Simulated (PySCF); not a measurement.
## F (fluorine, neutral) across methods

[He] 2s2 2p5, 2P determinant. Calculation: PySCF 2.14, in aug-cc-pVTZ with one added diffuse shell each of s, p, d, f type (6s5p4d3f, 62 functions); no relativity, point nucleus. The B2PLYP total includes its PT2 part (frozen core); its orbital energies are those of the SCF part.

| method | E (hartree) | mean ε 2s β (eV) | mean ε 2p α (eV) | mean ε 2p β (eV) | Σ⟨r²⟩ (bohr²) | ⟨S²⟩ |
| --- | --- | --- | --- | --- | --- | --- |
| LDA | -99.1044 | -28.604 | -12.073 | -10.378 | 10.79 | 0.751 |
| r2SCAN | -99.7237 | -29.616 | -12.528 | -10.803 | 10.54 | 0.753 |
| PBE0 | -99.6719 | -31.816 | -14.308 | -12.575 | 10.56 | 0.752 |
| M06 | -99.7251 | -31.447 | -14.387 | -12.450 | 10.51 | 0.753 |
| HSE06 | -99.6818 | -31.356 | -13.878 | -12.171 | 10.56 | 0.752 |
| CAM-B3LYP | -99.7429 | -33.374 | -15.941 | -14.263 | 10.67 | 0.752 |
| UHF | -99.40691 | -40.252 | -20.949 | -18.511 | 10.28 | 0.754 |
| B2PLYP | -99.7166 | -35.010 | -16.816 | -14.884 | 10.48 | 0.753 |

(1) Estimate the same row for PBE.

## Answers

(1) E (hartree) = -99.6654; mean ε 2s β (eV) = -28.646; mean ε 2p α (eV) = -11.875; mean ε 2p β (eV) = -10.312; Σ⟨r²⟩ (bohr²) = 10.75; ⟨S²⟩ = 0.752.
